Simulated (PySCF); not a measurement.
# Dipole response of Co (cobalt, neutral)

[Ar] 3d7 4s1 4p1, one real determinant (an excited configuration). All numbers are calculated (PySCF 2.14, scalar relativity by spin-free X2C-1e, in x2c-TZVPPall with one added diffuse shell each of s, p, d, f type (7s6p5d3f1g, 80 functions)). Coupled (time-dependent) response in atomic units; α is the mean over directions.

```csv
method,mean α (bohr³),"α xx, yy, zz",C₆ (like pair),S(−4)
UHF,82.13,"70.00, 105.8, 70.59",777.8,4391
PBE,86.14,"65.64, 126.4, 66.40",785.5,6334
PBE0,82.68,"65.17, 117.0, 65.91",757.5,5293
```

S(−4) is the Cauchy moment in α(ω) = α(0) + S(−4) ω² + …

α(iu) at PBE:

```csv
u (hartree),α(iu) (bohr³)
0,86.14
0.0500,73.62
0.100,54.03
0.200,29.64
0.300,18.47
0.500,9.495
0.750,5.534
1.00,3.787
1.50,2.224
2.00,1.521
3.00,0.8794
5.00,0.4177
```

A single London oscillator, α(iu) = α/(1 + u²/ω²), gives C₆ = (3/4) ω α². Matching the computed C₆ needs ω = 4 × 785.5 / (3 × 86.14²) = 0.141 hartree.

The components differ because the open shell of this determinant is not spherical; for a pure term their mean is the scalar polarisability.

⟨L²⟩ = 14.01 against 20 for a pure G term, so this real determinant mixes terms.
